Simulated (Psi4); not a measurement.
Complex: CF4 (SMILES FC(F)(F)F) (first 5 atoms) with H2 (SMILES [H][H]); geometry from B3LYP-D3(BJ)/def2-TZVP, rigid monomers moved along the line of their centres of mass till F1···H6 is 5.58 Å.
(charge 0, multiplicity 1):
```xyz
7

F     -0.70530     1.00707     0.34584
C     -0.00977    -0.00812    -0.14827
F     -0.01405     0.05740    -1.47301
F      1.23902     0.05469     0.29272
F     -0.55898    -1.15089     0.23904
H     -0.24806     0.26300     5.86184
H      0.34600    -0.18339     5.89629
```

Method: SAPT0/jun-cc-pV(D+d)Z in Psi4.

### Question
Give the four SAPT terms and the total, and say what mostly holds the pair together.

### Answer
electrostatics 0.0, exchange 0.0, induction 0.0, dispersion 0.0, total 0.0 kJ/mol; the largest attraction is dispersion.
